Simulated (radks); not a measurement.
Q: Re12+, configuration [Kr] 4d10 4f13 5s2 5p2. Method: scalar-relativistic Kohn-Sham, BLYP, spin-polarised, spherical densities, finite nucleus; open shells are filled with parallel spins first (spin-orbit coupling, left out, can overturn this in heavy ions); Fermi nuclear charge, rms radius 5.3698 fm; computed with a radial shooting solver on a logarithmic mesh with Libxc functionals. Some entries of the table are withheld. Estimate them.

orbital,occ.,eigenvalue (hartree),<r> (bohr)
1s up,1,-2641.405,0.01804
1s down,1,-2641.394,0.01804
2s up,1,-464.9949,0.07622
2s down,1,-464.9885,0.07622
2p up,3,-407.0028,0.06833
2p down,3,-406.9932,0.06833
3s up,1,-114.0806,0.1974
3s down,1,-114.0495,0.1974
3p up,3,-96.97139,0.1978
3p down,3,-96.93901,0.1978
3d up,5,-77.54760,0.1792
3d down,5,-77.52106,0.1791
4s up,1,-30.31806,0.4393
4s down,1,-30.25967,0.4393
4p up,3,-24.68168,0.4664
4p down,3,-24.62364,0.4663
4d up,5,(1),0.4949
4d down,5,(2),0.4944
5s up,1,-10.63441,0.9530
5s down,1,-10.50501,0.9524
4f up,7,-9.68859,0.5435
4f down,6,-9.61780,0.5415
5p up,2,-8.96098,1.047
5p down,0,-8.82954,1.050

A: 
(1) 4d up eigenvalue (hartree): -17.60070
(2) 4d down eigenvalue (hartree): -17.54007
